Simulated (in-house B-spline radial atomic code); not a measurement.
Configurations of the gadolinium ion Gd⁶⁺, with energies counted from [Kr] 4d10 4f6 5s2 5p4. All numbers are computed (scalar-relativistic (X2C) Hartree-Fock, spin-polarised, averaged over the determinants with the given up and down occupations; Fermi nucleus of rms radius 5.1569 fm) with a radial B-spline atomic code at the basis-set limit, not measured. Shells without spins written out take the highest spin.

Occupations are held fixed; configurations that lie above the ionisation limit could autoionise.

| configuration | E - E(ref) (eV) | highest orbital | its <r> (bohr) |
| --- | --- | --- | --- |
| [Kr] 4d10 4f(6 up, 0 down) 5s2 5p(2 up, 2 down) | 4.5874 | 5p down | 1.434 |
| [Kr] 4d10 4f(5 up, 1 down) 5s2 5p(1 up, 3 down) | 10.983 | 4f down | 0.7786 |
| [Kr] 4d10 4f6 5s2 5p3 5d1 | 26.693 | 5d up | 1.715 |
| [Kr] 4d10 4f5 5s2 5p4 6s1 | 40.624 | 6s up | 2.519 |
| [Kr] 4d10 4f5 5s2 5p4 6d1 | 61.005 | 6d up | 3.432 |
| [Kr] 4d9 4f6 5s2 5p4 5d1 | 161.69 | 5d up | 1.684 |

**Question.** Order these further configurations by energy, lowest first.
A. [Kr] 4d10 4f(5 up, 0 down) 5s2 5p(1 up, 3 down) 6s(1 up, 0 down)
B. [Kr] 4d10 4f(0 up, 6 down) 5s2 5p(3 up, 0 down) 6f(1 up, 0 down)
C. [Kr] 4d10 4f6 5s2 5p3 6p1
D. [Kr] 4d(4 up, 5 down) 4f(1 up, 6 down) 5s2 5p(2 up, 2 down)
E. [Kr] 4d10 4f(3 up, 2 down) 5s2 5p(1 up, 3 down) 6d(1 up, 0 down)

**Answer.** A (45.669 eV), C (49.466 eV), E (72.524 eV), B (81.794 eV), D (149.77 eV).

**Question.** How far above the reference does [Kr] 4d9 4f7 5s2 5p4 lie?

**Answer.** 133.84 eV; its least bound orbital is 5p down with <r> = 1.442 bohr.

**Question.** How far above the reference does [Kr] 4d10 4f(4 up, 2 down) 5s2 5p(2 up, 2 down) lie?

**Answer.** 15.098 eV; its least bound orbital is 4f down with <r> = 0.7678 bohr.
